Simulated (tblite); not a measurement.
C3H10F2Si2.
Geometry (GFN2-xTB, Å), atoms numbered from 1 in this order:
```xyz
17
C3H10F2Si2 angstrom
F     -2.0404   -1.0066    1.2760
C     -1.3502   -1.4740    0.2011
F     -2.2900   -1.7594   -0.7386
C     -0.3591   -0.4459   -0.3027
Si    -1.2829    1.2155   -0.5675
C      0.8179   -0.3654    0.6686
Si     2.2698    0.7223    0.0914
H     -0.8948   -2.4321    0.5037
H     -0.0026   -0.8245   -1.2658
H     -0.4456    2.0284   -1.4518
H     -1.4499    1.8513    0.7383
H     -2.5730    0.9448   -1.1942
H      1.2001   -1.3776    0.8419
H      0.4539   -0.0116    1.6357
H      1.9041    2.1378    0.1371
H      2.6362    0.3376   -1.2737
H      3.3993    0.4714    0.9896
```

All values are computed: GFN2-xTB (tblite) harmonic vibrations without scaling, gas phase. Against measured fundamentals such values can be off by several per cent, at times by over 20. Modes of hydrogen on silicon can be 10 to 20 % off. One conformer, not necessarily the lowest.

Harmonic wavenumbers (cm⁻¹): 54.1, 65.9, 93.8, 131.1, 163.0, 171.4, 216.0, 267.1, 397.6, 471.9, 505.8, 523.7, 538.7, 574.5, 616.7, 700.7, 761.0, 763.7, 771.7, 775.2, 780.6, 787.8, 807.2, 818.3, 957.5, 1021.3, 1082.0, 1109.0, 1121.2, 1215.0, 1254.5, 1283.6, 1311.2, 1312.6, 1490.6, 2254.8, 2258.4, 2266.0, 2276.9, 2290.2, 2313.2, 2865.0, 2922.7, 2941.2, 2972.9.

A = 2641, B = 966.4, C = 836.3 MHz; mass 140.029 u (most abundant isotopes); point group C1, symmetry number 1.

**Question.** What is the zero-point energy?

**Answer.** Half the sum of the wavenumbers: 25139 cm⁻¹ = 300.73 kJ/mol.

**Question.** Entropy at 298.15 K, 1 bar (ideal gas, RRHO, classical rotation)?

**Answer.** Translation 170.49, rotation 123.01, vibration 129.91: S = 423.4 J/(mol K).

**Question.** And Cp and H(298.15 K) − H(0)?

**Answer.** Cp = 168.79 J/(mol K), of which vibrations give 135.53 (their classical limit is 45 R = 374.2); H(298.15 K) − H(0) = 30.36 kJ/mol without the zero-point energy, 20.44 from vibrations.

**Question.** Which modes carry the vibrational entropy at 298.15 K?

**Answer.** 54.1 cm⁻¹: 19.50; 65.9 cm⁻¹: 17.87; 93.8 cm⁻¹: 14.98; 131.1 cm⁻¹: 12.26; 163.0 cm⁻¹: 10.52; 171.4 cm⁻¹: 10.13 J/(mol K); the other 39 give 44.65 together.

**Question.** How do the functions run with temperature in this model?

**Answer.** 
```
T (K)  S (J/(mol K))  Cp (J/(mol K))  H − H(0) (kJ/mol)  G − H(0) (kJ/mol)  ln q(vib)
  100          295.9            81.9               5.67             -23.91       1.83
  200          365.3           124.5              15.94             -57.13       4.65
  300          424.5           169.6              30.67             -96.67       7.43
  500          528.5           238.3              71.98            -192.25      12.88
  800          655.1           299.5             153.54            -370.56      20.46
 1000          724.9           325.2             216.16            -508.72      25.05
```

q(vib) and H(0) count from the zero-point level.

Hindered rotation and anharmonicity are outside this model. Other conformers, if any are populated, would add a mixing term that is left out. The structure is chiral; the term R ln 2 for an equal mix with its mirror image is left out.
